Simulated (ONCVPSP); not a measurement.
**hafnium: excitation energies, all-electron against ONCV**

ONCVPSP 4.0.1 input, shortened (lines: element, Z, core and valence counts, functional; n l f; lmax; l rc ep ncon nbas qcut; lloc lpopt rc5 dvloc0; l nproj debl; icmod fcfact rcfact), LDA (Perdew-Zunger), fully relativistic:

```
  Hf 72.00   10    3        3      upf
    1    0    2.00
    2    0    2.00
    2    1    6.00
    3    0    2.00
    3    1    6.00
    3    2   10.00
    4    0    2.00
    4    1    6.00
    4    2   10.00
    4    3   14.00
    5    0    2.00
    5    1    6.00
    5    2    1.00
    2
    0    1.70    0.00    3    8    7.70
    1    2.25    0.00    4    7    7.80
    2    1.65    0.00    3    8    6.50
    4    5    1.55    1.00
    0    2    2.70
    1    2    2.40
    2    2    0.90
    1    0.15    0.00
```

Open shells are filled in proportion to 2j + 1.

In the s channel the program set the typed energies aside and used -3.469, 0.050 Ha. In the p channel the program set the typed energies aside and used -2.223, 0.050 Ha (j = l + 1/2; the other j can differ). In the d channel the program set the typed energies aside and used -0.997, 0.250 Ha (j = l + 1/2; the other j can differ).

Energies are relative to the spin-unpolarised reference configuration 5s2 5p6 5d1; without spin polarisation the order of configurations can differ from experiment.

```csv
valence configuration,charge,ΔE all-electron (eV),error AE − PS (meV)
5s2 5p6 5d2 6s2,0,-44.795,-49
5s2 5p6 5d2 6s1,+1,-36.595,-44
5s2 5p6 5d2 6p2,0,-36.788,-34
```

Question: What are ΔE and the potential's error for 5s2 5p6 5d2?

Answer: ΔE = -22.094 eV all-electron; the error (AE − PS) is -31 meV.

Levels in the configuration 5s2 5p6 5d2:

```json
{"level": "5s j=1/2", "all-electron (eV)": "-82.217", "pseudo (eV)": "-82.060"}
{"level": "5p j=3/2", "all-electron (eV)": "-48.653", "pseudo (eV)": "-48.530"}
{"level": "5p j=1/2", "all-electron (eV)": "-56.524", "pseudo (eV)": "-56.385"}
{"level": "5d j=5/2", "all-electron (eV)": "-16.780", "pseudo (eV)": "-16.731"}
{"level": "5d j=3/2", "all-electron (eV)": "-17.362", "pseudo (eV)": "-17.309"}
```
